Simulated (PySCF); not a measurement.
InFCl₂, SMILES [F][In]([Cl])[Cl].

Geometry optimised at PBE-D3(BJ)/def2-SVP. The def2 effective core potentials stand for the cores of In; spin–orbit coupling is left out.

Computed with PBE-D3(BJ)/def2-SVP in PySCF 2.14.0.

Frequencies are harmonic and unscaled.

Computed harmonic wavenumbers and intensities:
| mode | ν (cm⁻¹) | IR (km/mol) | moving atoms (share of kinetic energy) |
|---|---|---|---|
| 1 | 83 | 6.5 | Cl 76 %, In 21 % |
| 2 | 107 | 18.0 | In 41 %, F 32 %, Cl 27 % |
| 3 | 115 | 21.2 | F 71 %, Cl 18 %, In 11 % |
| 4 | 344 | 6.1 | Cl 89 % |
| 5 | 390 | 54.0 | Cl 68 %, In 32 % |
| 6 | 600 | 47.7 | F 85 %, In 15 % |
